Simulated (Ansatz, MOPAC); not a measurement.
Reaction (SMILES): C1CC2=C1CC2 -> [CH]1CC2=C1CC2 + H atom (the C-H bond breaks)

Wanted: bond dissociation energy (enthalpy at 298 K), in kcal/mol. Set-up: frozen cores in correlated levels; open shells spin-unrestricted; 6-31G* and kin with 6d, 5d where marked; no spin-orbit coupling; no dispersion term unless named; non-relativistic; LANL2DZ all-electron up to Ne. Ab initio and DFT rows: single points at B3LYP-D3(BJ) geometries (Ansatz, a first-principles code), with unscaled harmonic terms from B3LYP/6-31G* (Ansatz) at its own minima. Semi-empirical rows: MOPAC heats of formation at their own minima for 298 K. A UHF reference is markedly spin-contaminated in at least one set, which strains HF and MP2.

| level | program | bond dissociation energy (enthalpy at 298 K) (kcal/mol) |
|---|---|---|
| MNDO | MOPAC | 73.0 |
| PBE/STO-3G | Ansatz | 116.2 |
| PBE/LANL2DZ | Ansatz | 89.1 |
| BLYP/6-31G* | Ansatz | 88.1 |
| B3LYP/LANL2DZ | Ansatz | 90.4 |
| B3LYP/6-31+G* | Ansatz | 89.0 |
| B3LYP/6-31G** | Ansatz | 90.7 |
| PBE0/6-31G* | Ansatz | 88.6 |
| MP2/STO-3G | Ansatz | 118.0 |
| PBE/def2-TZVPD | Ansatz | 86.5 |
| wB97M-V/def2-TZVPD | Ansatz | 92.0 |

No value to compare with is used here. The 9 habitual levels span 73.0 (MNDO) to 118.0 kcal/mol (MP2/STO-3G); wB97M-V/def2-TZVPD gives 92.0.

The levels are drawn from those run, B3LYP/6-31G* more often than the rest, none by its result; left out are runs that failed, that the program found above a lower state of the same kind, or whose <S^2> lies over 0.5 above the pure value.
